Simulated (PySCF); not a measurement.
## PySCF run on CdGe

File input.py (PySCF 2.14):

```python
from pyscf import gto, dft
from pyscf.geomopt.geometric_solver import optimize

mol = gto.M(
    atom='Cd 0 0 0; Ge 0 0 2.56',
    basis='lanl2dz',
    ecp={'Cd': 'lanl2dz', 'Ge': 'lanl2dz'},
    charge=0,
    spin=2,
    symmetry=True,
    verbose=4,
)
mf = dft.UKS(mol, xc='b3lyp')
mf.kernel()
g = mf.nuc_grad_method()
g.grid_response = True
mol_eq = optimize(g.as_scanner(), maxsteps=30)
print('optimised geometry (angstrom)')
print(mol_eq.tostring('raw'))
print('orbital energies (hartree):', [e[max(0, n-3):n+3].round(4) for e, n in zip(mf.mo_energy, mol.nelec)])
```

```bash
$ OMP_NUM_THREADS=1 python input.py
```

Output (some set-up lines and the per-cycle HOMO/LUMO lines with their warnings removed):

```
PySCF version 2.14.0

[INPUT] Symbol           X                Y                Z      unit          X                Y                Z       unit  Magmom
[INPUT]  1 Cd     0.000000000000   0.000000000000   0.000000000000 AA    0.000000000000   0.000000000000   0.000000000000 Bohr   0.0
[INPUT]  2 Ge     0.000000000000   0.000000000000   2.560000000000 AA    0.000000000000   0.000000000000   4.837698878887 Bohr   0.0

nuclear repulsion = 9.92207270475
point group symmetry = Coov
symmetry origin: [0.         0.         1.93507955]
symmetry axis x: [1. 0. 0.]
symmetry axis y: [0. 1. 0.]
symmetry axis z: [0. 0. 1.]
num. orbitals of irrep A1 = 10
num. orbitals of irrep E1x = 6
num. orbitals of irrep E1y = 6
num. orbitals of irrep E2x = 2
num. orbitals of irrep E2y = 2
number of shells = 10
number of NR pGTOs = 44
number of NR cGTOs = 26
basis = lanl2dz
ecp = {'Cd': 'lanl2dz', 'Ge': 'lanl2dz'}

******** <class 'pyscf.dft.uks_symm.SymAdaptedUKS'> ********
method = SymAdaptedUKS
initial guess = minao
damping factor = 0
level_shift factor = 0
DIIS = <class 'pyscf.scf.diis.CDIIS'>
SCF conv_tol = 1e-09
SCF max_cycles = 50
number electrons alpha = 9  beta = 7
XC functionals = b3lyp

grids dens level: 3
Freeze 0 electrons in irreps []
    16 free electrons in irreps A1 E1x E1y E2x E2y
tot grids = 43032
init E= -38.0274508420525

cycle= 1 E= -51.2327198113338  delta_E= -13.2  |g|= 1.02  |ddm|= 2.89
cycle= 2 E= -51.558422532246  delta_E= -0.326  |g|= 0.507  |ddm|= 1.65
cycle= 3 E= -51.7272142791066  delta_E= -0.169  |g|= 0.174  |ddm|= 0.878
cycle= 4 E= -51.7769803679589  delta_E= -0.0498  |g|= 0.0192  |ddm|= 0.352
cycle= 5 E= -51.7778657335714  delta_E= -0.000885  |g|= 0.00336  |ddm|= 0.0567
cycle= 6 E= -51.777923882683  delta_E= -5.81e-05  |g|= 0.00135  |ddm|= 0.0161
cycle= 7 E= -51.7779382098556  delta_E= -1.43e-05  |g|= 0.000691  |ddm|= 0.00897
cycle= 8 E= -51.7779429479641  delta_E= -4.74e-06  |g|= 0.000196  |ddm|= 0.00684
cycle= 9 E= -51.7779433210535  delta_E= -3.73e-07  |g|= 1.73e-05  |ddm|= 0.00237
cycle= 10 E= -51.777943321656  delta_E= -6.03e-10  |g|= 2.42e-06  |ddm|= 6e-05
Extra cycle  E= -51.7779433216535  delta_E= 2.49e-12  |g|= 3.01e-06  |ddm|= 1.09e-05
converged SCF energy = -51.7779433216535  <S^2> = 2.0153653  2S+1 = 3.0102261
Create scanner for <class 'pyscf.grad.uks.Gradients'>
Create scanner for <class 'pyscf.dft.uks_symm.SymAdaptedUKS'>
input.py

Current date and time:

#|     Arguments passed to driver run_optimizer():      |#
customengine              <pyscf.geomopt.geometric_solver.PySCFEngine object>
logIni                    <dir>
maxiter                   30
----------------------------------------------------------
Custom engine selected.
Bonds will be generated from interatomic distances less than 1.20 times sum of covalent radii
6 internal coordinates being used (instead of 6 Cartesians)
Internal coordinate system (atoms numbered from 1):
Distance 1-2
Translation-X 1-2
Translation-Y 1-2
Translation-Z 1-2
Rotation-A 1-2
Rotation-B 1-2
Rotation-C 1-2
<class 'geometric.internal.Distance'> : 1
<class 'geometric.internal.TranslationX'> : 1
<class 'geometric.internal.TranslationY'> : 1
<class 'geometric.internal.TranslationZ'> : 1
<class 'geometric.internal.RotationA'> : 1
<class 'geometric.internal.RotationB'> : 1
<class 'geometric.internal.RotationC'> : 1
> ===== Optimization Info: ====
> Job type: Energy minimization
> Maximum number of optimization cycles: 30
> Initial / maximum trust radius (Angstrom): 0.100 / 0.300
> Convergence Criteria:
> Will converge when all 5 criteria are reached:
>  |Delta-E| < 1.00e-06
>  RMS-Grad  < 3.00e-04
>  Max-Grad  < 4.50e-04
>  RMS-Disp  < 1.20e-03
>  Max-Disp  < 1.80e-03
> === End Optimization Info ===

Geometry optimization cycle 1
Cartesian coordinates (Angstrom)
 Atom        New coordinates             dX        dY        dZ
  Cd   0.000000   0.000000   0.000000    0.000000  0.000000  0.000000
  Ge   0.000000   0.000000   2.560000    0.000000  0.000000  0.000000

WARN: Mole.unit (angstrom) is changed to Bohr

New geometry
   1 Cd     0.000000000000   0.000000000000   0.000000000000 AA    0.000000000000   0.000000000000   0.000000000000 Bohr
   2 Ge     0.000000000000   0.000000000000   2.560000000000 AA    0.000000000000   0.000000000000   4.837698878887 Bohr

******** <class 'pyscf.scf.hf.SymAdaptedUKS_Scanner'> ********
method = SymAdaptedUKS_Scanner
initial guess = minao
damping factor = 0
level_shift factor = 0
DIIS = <class 'pyscf.scf.diis.CDIIS'>
SCF conv_tol = 1e-09
SCF max_cycles = 50
number electrons alpha = 9  beta = 7
XC functionals = b3lyp

grids dens level: 3
Freeze 0 electrons in irreps []
    16 free electrons in irreps A1 E1x E1y E2x E2y
tot grids = 43032
init E= -51.7779433216535
cycle= 1 E= -51.7779433216201  delta_E= 3.35e-11  |g|= 5.44e-06  |ddm|= 1.64e-05
Extra cycle  E= -51.777943321513  delta_E= 1.07e-10  |g|= 9.62e-06  |ddm|= 2.88e-05
converged SCF energy = -51.777943321513  <S^2> = 2.0153654  2S+1 = 3.0102262

******** <class 'pyscf.grad.rhf.Gradients_Scanner'> for <class 'pyscf.scf.hf.SymAdaptedUKS_Scanner'> ********
unit = Eh/Bohr
grid_response = True
--------------- SymAdaptedUKS_Scanner gradients ---------------
         x                y                z
0 Cd     0.0000000000     0.0000000000     0.0224397553
1 Ge     0.0000000000     0.0000000000    -0.0224397553
----------------------------------------------
cycle 1: E = -51.7779433215  dE = -51.7779  norm(grad) = 0.0317346
Step    0 : Gradient = 2.244e-02/2.244e-02 (rms/max) Energy = -51.7779433215
Hessian Eigenvalues: 5.00000e-02 5.00000e-02 5.00000e-02 ... 5.00000e-02 5.00000e-02 8.16115e-02

Geometry optimization cycle 2
Cartesian coordinates (Angstrom)
 Atom        New coordinates             dX        dY        dZ
  Cd   0.000000   0.000000  -0.072751    0.000000  0.000000 -0.072751
  Ge   0.000000   0.000000   2.632751    0.000000  0.000000  0.072751
New geometry
   1 Cd     0.000000000000   0.000000000000  -0.072750809058 AA    0.000000000000   0.000000000000  -0.137479104459 Bohr
   2 Ge     0.000000000000   0.000000000000   2.632750809058 AA    0.000000000000   0.000000000000   4.975177983346 Bohr

******** <class 'pyscf.scf.hf.SymAdaptedUKS_Scanner'> ********
method = SymAdaptedUKS_Scanner
initial guess = minao
damping factor = 0
level_shift factor = 0
DIIS = <class 'pyscf.scf.diis.CDIIS'>
SCF conv_tol = 1e-09
SCF max_cycles = 50
number electrons alpha = 9  beta = 7
XC functionals = b3lyp

grids dens level: 3
Freeze 0 electrons in irreps []
    16 free electrons in irreps A1 E1x E1y E2x E2y
tot grids = 43032
init E= -51.7638371507943
cycle= 1 E= -51.7817274124484  delta_E= -0.0179  |g|= 0.0115  |ddm|= 0.0745
cycle= 2 E= -51.7817661114942  delta_E= -3.87e-05  |g|= 0.0103  |ddm|= 0.0435
cycle= 3 E= -51.7818860453535  delta_E= -0.00012  |g|= 0.00314  |ddm|= 0.0239
cycle= 4 E= -51.7819025011364  delta_E= -1.65e-05  |g|= 0.000328  |ddm|= 0.00647
cycle= 5 E= -51.7819027735777  delta_E= -2.72e-07  |g|= 0.000113  |ddm|= 0.00119
cycle= 6 E= -51.781902802432  delta_E= -2.89e-08  |g|= 2.2e-05  |ddm|= 0.000312
cycle= 7 E= -51.7819028037475  delta_E= -1.32e-09  |g|= 4.99e-06  |ddm|= 8.2e-05
cycle= 8 E= -51.7819028039513  delta_E= -2.04e-10  |g|= 2.62e-06  |ddm|= 3.09e-05
Extra cycle  E= -51.7819028039964  delta_E= -4.51e-11  |g|= 1.7e-06  |ddm|= 1.31e-05
converged SCF energy = -51.7819028039964  <S^2> = 2.0146302  2S+1 = 3.0097377

******** <class 'pyscf.grad.rhf.Gradients_Scanner'> for <class 'pyscf.scf.hf.SymAdaptedUKS_Scanner'> ********
unit = Eh/Bohr
grid_response = True
--------------- SymAdaptedUKS_Scanner gradients ---------------
         x                y                z
0 Cd     0.0000000000     0.0000000000     0.0077013269
1 Ge     0.0000000000     0.0000000000    -0.0077013269
----------------------------------------------
cycle 2: E = -51.781902804  dE = -0.00395948  norm(grad) = 0.0108913
Step    1 : Displace = 7.275e-02/7.275e-02 (rms/max) Trust = 1.000e-01 (=) Grad = 7.701e-03/7.701e-03 (rms/max) E (change) = -51.7819028040 (-3.959e-03) Quality = 1.283
Hessian Eigenvalues: 5.00000e-02 5.00000e-02 5.00000e-02 ... 5.00000e-02 5.00000e-02 5.36024e-02

Geometry optimization cycle 3
Cartesian coordinates (Angstrom)
 Atom        New coordinates             dX        dY        dZ
  Cd   0.000000   0.000000  -0.110766    0.000000  0.000000 -0.038015
  Ge   0.000000   0.000000   2.670766    0.000000  0.000000  0.038015
New geometry
   1 Cd     0.000000000000   0.000000000000  -0.110765565296 AA    0.000000000000   0.000000000000  -0.209316582442 Bohr
   2 Ge     0.000000000000   0.000000000000   2.670765565296 AA    0.000000000000   0.000000000000   5.047015461328 Bohr

******** <class 'pyscf.scf.hf.SymAdaptedUKS_Scanner'> ********
method = SymAdaptedUKS_Scanner
initial guess = minao
damping factor = 0
level_shift factor = 0
DIIS = <class 'pyscf.scf.diis.CDIIS'>
SCF conv_tol = 1e-09
SCF max_cycles = 50
number electrons alpha = 9  beta = 7
XC functionals = b3lyp

grids dens level: 3
[part of the log left out]
unit = Eh/Bohr
grid_response = True
--------------- SymAdaptedUKS_Scanner gradients ---------------
         x                y                z
0 Cd     0.0000000000     0.0000000000     0.0006096117
1 Ge     0.0000000000     0.0000000000    -0.0006096117
----------------------------------------------
cycle 4: E = -51.7827665633  dE = -0.000131392  norm(grad) = 0.000862121
Step    3 : Displace = 2.111e-02/2.111e-02 (rms/max) Trust = 2.000e-01 (+) Grad = 6.096e-04/6.096e-04 (rms/max) E (change) = -51.7827665633 (-1.314e-04) Quality = 1.198
Hessian Eigenvalues: 2.68235e-02 5.00000e-02 5.00000e-02 ... 5.00000e-02 5.00000e-02 5.00000e-02

Geometry optimization cycle 5
Cartesian coordinates (Angstrom)
 Atom        New coordinates             dX        dY        dZ
  Cd   0.000000   0.000000  -0.137888    0.000000  0.000000 -0.006013
  Ge   0.000000   0.000000   2.697888    0.000000  0.000000  0.006013
New geometry
   1 Cd     0.000000000000   0.000000000000  -0.137888058864 AA    0.000000000000   0.000000000000  -0.260570667100 Bohr
   2 Ge     0.000000000000   0.000000000000   2.697888058864 AA    0.000000000000   0.000000000000   5.098269545987 Bohr

******** <class 'pyscf.scf.hf.SymAdaptedUKS_Scanner'> ********
method = SymAdaptedUKS_Scanner
initial guess = minao
damping factor = 0
level_shift factor = 0
DIIS = <class 'pyscf.scf.diis.CDIIS'>
SCF conv_tol = 1e-09
SCF max_cycles = 50
number electrons alpha = 9  beta = 7
XC functionals = b3lyp

grids dens level: 3
Freeze 0 electrons in irreps []
    16 free electrons in irreps A1 E1x E1y E2x E2y
tot grids = 43032
init E= -51.7816764904848
cycle= 1 E= -51.7827733444428  delta_E= -0.0011  |g|= 0.000769  |ddm|= 0.00541
cycle= 2 E= -51.7827734046698  delta_E= -6.02e-08  |g|= 0.000744  |ddm|= 0.00304
cycle= 3 E= -51.7827741499814  delta_E= -7.45e-07  |g|= 0.000191  |ddm|= 0.00174
cycle= 4 E= -51.7827742123965  delta_E= -6.24e-08  |g|= 1.91e-05  |ddm|= 0.000392
cycle= 5 E= -51.7827742137748  delta_E= -1.38e-09  |g|= 8.12e-06  |ddm|= 8.27e-05
cycle= 6 E= -51.7827742140218  delta_E= -2.47e-10  |g|= 3.35e-06  |ddm|= 3.06e-05
Extra cycle  E= -51.7827742140659  delta_E= -4.41e-11  |g|= 2.13e-06  |ddm|= 1.35e-05
converged SCF energy = -51.7827742140659  <S^2> = 2.0133219  2S+1 = 3.0088682

******** <class 'pyscf.grad.rhf.Gradients_Scanner'> for <class 'pyscf.scf.hf.SymAdaptedUKS_Scanner'> ********
unit = Eh/Bohr
grid_response = True
--------------- SymAdaptedUKS_Scanner gradients ---------------
         x                y                z
0 Cd     0.0000000000     0.0000000000     0.0000690794
1 Ge     0.0000000000     0.0000000000    -0.0000690794
----------------------------------------------
cycle 5: E = -51.7827742141  dE = -7.65074e-06  norm(grad) = 9.76931e-05
Step    4 : Displace = 6.013e-03/6.013e-03 (rms/max) Trust = 2.828e-01 (+) Grad = 6.908e-05/6.908e-05 (rms/max) E (change) = -51.7827742141 (-7.651e-06) Quality = 1.104
Hessian Eigenvalues: 2.37840e-02 5.00000e-02 5.00000e-02 ... 5.00000e-02 5.00000e-02 5.00000e-02

Geometry optimization cycle 6
Cartesian coordinates (Angstrom)
 Atom        New coordinates             dX        dY        dZ
  Cd   0.000000   0.000000  -0.138657    0.000000  0.000000 -0.000768
  Ge   0.000000   0.000000   2.698657    0.000000  0.000000  0.000768
New geometry
   1 Cd     0.000000000000   0.000000000000  -0.138656544049 AA    0.000000000000   0.000000000000  -0.262022893630 Bohr
   2 Ge     0.000000000000   0.000000000000   2.698656544049 AA    0.000000000000   0.000000000000   5.099721772517 Bohr

******** <class 'pyscf.scf.hf.SymAdaptedUKS_Scanner'> ********
method = SymAdaptedUKS_Scanner
initial guess = minao
damping factor = 0
level_shift factor = 0
DIIS = <class 'pyscf.scf.diis.CDIIS'>
SCF conv_tol = 1e-09
SCF max_cycles = 50
number electrons alpha = 9  beta = 7
XC functionals = b3lyp

grids dens level: 3
Freeze 0 electrons in irreps []
    16 free electrons in irreps A1 E1x E1y E2x E2y
tot grids = 43032
init E= -51.7826358740927
cycle= 1 E= -51.7827743024434  delta_E= -0.000138  |g|= 9.69e-05  |ddm|= 0.000687
cycle= 2 E= -51.7827743037613  delta_E= -1.32e-09  |g|= 9.23e-05  |ddm|= 0.000379
cycle= 3 E= -51.7827743151696  delta_E= -1.14e-08  |g|= 2.44e-05  |ddm|= 0.000217
cycle= 4 E= -51.7827743161779  delta_E= -1.01e-09  |g|= 2.96e-06  |ddm|= 4.94e-05
cycle= 5 E= -51.782774316203  delta_E= -2.51e-11  |g|= 1.79e-06  |ddm|= 1.11e-05
Extra cycle  E= -51.7827743162047  delta_E= -1.71e-12  |g|= 1.96e-06  |ddm|= 6.49e-06
converged SCF energy = -51.7827743162047  <S^2> = 2.0132998  2S+1 = 3.0088535

******** <class 'pyscf.grad.rhf.Gradients_Scanner'> for <class 'pyscf.scf.hf.SymAdaptedUKS_Scanner'> ********
unit = Eh/Bohr
grid_response = True
--------------- SymAdaptedUKS_Scanner gradients ---------------
         x                y                z
0 Cd     0.0000000000     0.0000000000     0.0000019383
1 Ge     0.0000000000     0.0000000000    -0.0000019383
----------------------------------------------
cycle 6: E = -51.7827743162  dE = -1.02139e-07  norm(grad) = 2.7411e-06
Step    5 : Displace = 7.685e-04/7.685e-04 (rms/max) Trust = 3.000e-01 (+) Grad = 1.938e-06/1.938e-06 (rms/max) E (change) = -51.7827743162 (-1.021e-07) Quality = 1.018
Hessian Eigenvalues: 2.37840e-02 5.00000e-02 5.00000e-02 ... 5.00000e-02 5.00000e-02 5.00000e-02
Converged! =D

    #| If this code has benefited your research, please support us by citing: |#
    #| Wang, L.-P.; Song, C.C. (2016) "Geometry optimization made simple with |#
    #| translation and rotation coordinates", J. Chem, Phys. 144, 214108.     |#
    #|                                     |#
optimised geometry (angstrom)
Cd          0.00000000        0.00000000       -0.13865654
Ge          0.00000000        0.00000000        2.69865654
orbital energies (hartree): [array([-0.2559, -0.1809, -0.1809, -0.1091, -0.027 , -0.027 ]), array([-0.6508, -0.4078, -0.2421, -0.0962, -0.0881, -0.0881])]
```

In short: E(SCF) = -51.777943 Eh, 10 cycles, ⟨S²⟩ = 2.015, all at the start geometry; optimised bond 2.837 Å with E = -51.782774 Eh after 6 steps.

Run time: 20 s on 1 thread of Intel Xeon Platinum 8488C (shared host), peak memory 0.24 GiB.

The last line lists the levels of the start geometry. No search for the lowest solution was made.
